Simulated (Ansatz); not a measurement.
Born–Oppenheimer molecular dynamics of CH$_{7}$BOSSi (12 atoms, charge 0, multiplicity 1). It starts at the highest image of a converged band. Of that band: Neighbouring images differ by up to 2.0 eV, so the band resolves the path poorly. A vibrational analysis at the climbing image gives one clearly imaginary mode, 89i cm⁻¹: a first-order saddle point.

Computed with Ansatz 0.2.0, RKS r2SCAN/6-31G*.

```
ensemble                      : NVE (velocity Verlet)
time step                     : 0.5 fs
steps asked                   : 181
starting velocities drawn for : 300 K
seed                          : 11543
```

First frame:

```xyz
12
Properties=species:S:1:pos:R:3
C -1.601 -0.370 0.568
B -0.135 0.069 0.924
Si 1.612 -0.861 0.305
O 0.997 -1.858 -0.919
S 1.129 1.651 -1.000
H -2.028 -0.762 1.509
H -1.720 -1.170 -0.180
H -2.254 0.466 0.284
H -0.038 1.051 1.629
H 2.077 1.321 -1.901
H 0.029 -1.838 -1.011
H 2.009 2.245 -0.172
```

Q: How far do the bonds stretch over the last three quarters of this one trajectory? (Pairs bonded in most of those frames.)

A: 
```json
{"bond": "C1–B2", "mean (Å)": "1.589", "spread (Å)": "0.012", "shortest": "1.57", "longest": "1.61"}
{"bond": "C1–H6", "mean (Å)": "1.105", "spread (Å)": "0.009", "shortest": "1.09", "longest": "1.13"}
{"bond": "C1–H7", "mean (Å)": "1.102", "spread (Å)": "0.011", "shortest": "1.09", "longest": "1.12"}
{"bond": "C1–H8", "mean (Å)": "1.100", "spread (Å)": "0.005", "shortest": "1.09", "longest": "1.11"}
{"bond": "B2–Si3", "mean (Å)": "2.069", "spread (Å)": "0.045", "shortest": "2.01", "longest": "2.14"}
{"bond": "B2–H9", "mean (Å)": "1.216", "spread (Å)": "0.036", "shortest": "1.16", "longest": "1.27"}
{"bond": "Si3–O4", "mean (Å)": "1.698", "spread (Å)": "0.006", "shortest": "1.69", "longest": "1.71"}
{"bond": "O4–H11", "mean (Å)": "0.974", "spread (Å)": "0.011", "shortest": "0.96", "longest": "0.99"}
{"bond": "S5–H10", "mean (Å)": "1.353", "spread (Å)": "0.016", "shortest": "1.33", "longest": "1.38"}
{"bond": "S5–H12", "mean (Å)": "1.350", "spread (Å)": "0.026", "shortest": "1.31", "longest": "1.39"}
```

Mean temperature of the second half: 192 K. The conserved energy stayed within 0.11 meV per atom of its start (net change 0.048 meV per atom), so the integration is sound. A run of 0.09 ps of so small a system gives no equilibrium averages. The orbitals stay closed-shell, which can raise the energy where a bond breaks towards radicals; this wasn't checked here.

Time of the run: 13 min on 2 threads of Arm Neoverse V1, on a shared host, peak memory 0.18 GiB.
